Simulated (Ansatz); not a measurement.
H$_{2}$BFOSe (SMILES OB(F)[SeH]), singlet, at a GFN2-xTB geometry; B3LYP/def2-SVPD (Ansatz, an electronic-structure program).

Ansatz was given this input:
Ansatz 0.2 input:
```yaml
crystal:
  periodic: [false, false, false]
  atoms:
    - {symbol: B, position_ang: [-0.56584048, 0.64291002, -0.39835095]}
    - {symbol: F, position_ang: [-1.70676336, 0.28414424, -0.97903305]}
    - {symbol: O, position_ang: [-0.17925617, 1.91282759, -0.35599184]}
    - {symbol: H, position_ang: [-0.74222450, 2.57759269, -0.75569796]}
    - {symbol: Se, position_ang: [0.55283671, -0.70187297, 0.39911036]}
    - {symbol: H, position_ang: [1.56989825, 0.21161924, 0.83693272]}
basis:
  gaussian:
    orbitals: def2-SVPD
hamiltonian:
  xc: b3lyp
```

Q: Predict the main parts of the log of this Ansatz run.

A: 
```
Functional definition: B3LYP
1131 factors; their error is unknown
mean field evaluation 1: about -70810.2213 eV, gradient 5.6e1 eV
mean field evaluation 2: about -70800.9901 eV, gradient 9.0e1 eV
mean field evaluation 4: about -70815.2946 eV, gradient 4.7e0 eV
mean field evaluation 8: about -70815.4830 eV, gradient 1.2e-1 eV
mean field -70815.48296821 eV, -2602.4209986233 hartree, gradient 7.0e-5 eV, S^2 0.000000; 0 other end points of the search recorded, 0 dependent functions left out
reference -70815.48322931 eV, -2602.4210082187 hartree; 29, 29 occupied and 94, 94 virtual orbitals, 1131 factors
Total energy: -70815.48322931 eV, -2602.4210082187 hartree
```
